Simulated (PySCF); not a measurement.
A TDDFT job was run through a driver script with this input:

```
{"job": {"kind": "uv", "xc": "PBE0", "basis": "def2-SVPD", "nstates": 6, "ntriplets": 2}, "charge": 0, "multiplicity": 1}
C      2.257608     0.919633     0.704515
C      1.160590     0.945090    -0.031389
C      0.747083    -0.128317    -0.971415
Ge    -0.759665    -1.193289    -0.214596
C     -2.241848    -0.035386     0.367563
H      2.957591     0.101704     0.646354
H      2.506905     1.714803     1.386638
H      0.477098     1.781973     0.047995
H      1.583263    -0.793821    -1.185810
H      0.409713     0.308576    -1.913516
H     -1.246389    -2.177800    -1.251230
H     -0.268212    -2.015287     0.947591
H     -3.079816    -0.623198     0.732103
H     -1.915027     0.622017     1.169527
H     -2.593308     0.581290    -0.456241
```

The program printed, after the SCF cycles:

```
converged SCF energy = -2234.5944120511

Static polarisability (au): isotropic 81.867, principal 69.239 76.602 99.760

Singlet excitations
state   eV       nm        f      main configurations
  1   6.5155    190.3   0.15670   H->L 0.57, H->L+1 0.38
  2   6.7066    184.9   0.22199   H->L+1 0.46, H->L 0.33, H->L+2 0.11
  3   6.9458    178.5   0.07719   H->L+2 0.86
  4   7.2985    169.9   0.01544   H->L+3 0.84
  5   7.5586    164.0   0.06397   H->L+4 0.94
  6   7.6965    161.1   0.01100   H->L+5 0.90

Triplet excitations (Tamm-Dancoff, eV): 4.2618 6.4563
```

Computed with TDDFT PBE0/def2-SVPD, vertical, gas phase, core orbitals frozen in the response (PySCF). Geometry: GFN2-xTB, one conformer, isolated molecule. Relativistic effects, spin–orbit coupling among them, are left out although an element past zinc is present.

Give the mean polarisability in Å³.

81.87 au × 0.148185 = 12.13 Å³.

What is the total energy of state 3 at this geometry?

-2234.59441 + 0.25525 = -2234.33916 hartree.

What transition dipole goes with state 2?

|μ|² = 3f / (2ΔE) = 3 × 0.2220 / (2 × 0.2465) = 1.351 au, so |μ| = 2.95 D.

Which orbital energies lie behind H and L?

HOMO -7.02 eV and LUMO 0.15 eV, a gap of 7.17 eV; state 1 differs from that by -0.65 eV.

Give the energy of state 3 in hartree, cm⁻¹ and kJ/mol.

0.25525 hartree, 56022 cm⁻¹, 670.2 kJ/mol.

Which species is it?

`[CH3][GeH2][CH2]C=C` (C4H10Ge), point group C1.

H and L stand for HOMO and LUMO.

Hardware: an AMD EPYC 7B13 with one thread, on a shared host. Cost: 28 s (with the writing of density and orbital grids), 0.91 GiB resident at most.

Conformer computed: `[CH2:1]=[CH:2][CH2:3][GeH2:4][CH3:5]`: C1–C2–C3–Ge4 105°, C2–C3–Ge4–C5 52°.
